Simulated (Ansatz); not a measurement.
System: CdBr (charge 0, doublet). The spin state was set by rule; other spins were not relaxed. SMILES: [Cd][Br]
Geometry: optimised at B3LYP-D3(BJ)/def2-TZVP (Ansatz, a first-principles code).

Computed values are from Ansatz. Correlated levels leave the core frozen unless marked. UHF or UKS for open shells. No spin-orbit coupling. Frozen are the shells of the preceding noble gas and the d and f shells that filled before the atom's block. In def2 rows, elements after Kr have scalar-relativistic effective core potentials. Basis-set limits of correlation are two-point, X^-3; Hartree-Fock from the larger set.

* **atomisation energy De**: 153.4 kJ/mol at CCSD(T)/CBS(def2-TZVPPD,def2-QZVPPD)
* **vertical ionisation energy (to the singlet)**: 8.64 eV at CCSD(T)/CBS(def2-TZVPPD,def2-QZVPPD)
* **total energy**: -2740.0695 Eh at CCSD(T)/CBS(def2-TZVPPD,def2-QZVPPD)
* **dipole moment**: 3.78 D at CCSD(T)/def2-SVPD
* **T1 diagnostic**: 0.021 at CCSD/def2-QZVPPD
